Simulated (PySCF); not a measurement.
# Worked example: oscillator strength and radiative lifetime

C₂H₅F₂In, SMILES C[CH2][In]([F])[F].

The structure is a stationary point at PBE0-D3(BJ)/def2-SVP. The structure was generated by enumeration; whether it is a known compound was not checked. The def2 effective core potentials stand for the cores of In; spin–orbit coupling is left out. Other conformers were not sampled.

TDA-PBE/def2-SVPD (PySCF) puts the first singlet state with f over 0.02 at 5.48 eV (vertical), with the transition dipole (0.330, -0.123, 1.038) in atomic units.

Problem. Find the oscillator strength, the wavelength and the radiative lifetime that this transition would have in vacuum if emission retraced absorption.

Solution. 
|μ|² = 1.2015 au, so |μ| = 2.79 D. ΔE = 5.48/27.211 = 0.2014 hartree. f = (2/3) ΔE |μ|² = 0.161 (the program prints 0.161).
λ = 1239.84/5.48 = 226 nm; ν = 44199 cm⁻¹.
Einstein's coefficient A = 0.6670 ν² f s⁻¹ (ν in cm⁻¹) = 2.1e8 s⁻¹, so τ = 1/A = 4.8 ns. This state is S1. The figure is the radiative limit of this one transition; relaxation, internal conversion, crossing to triplets and a medium change what is measured.
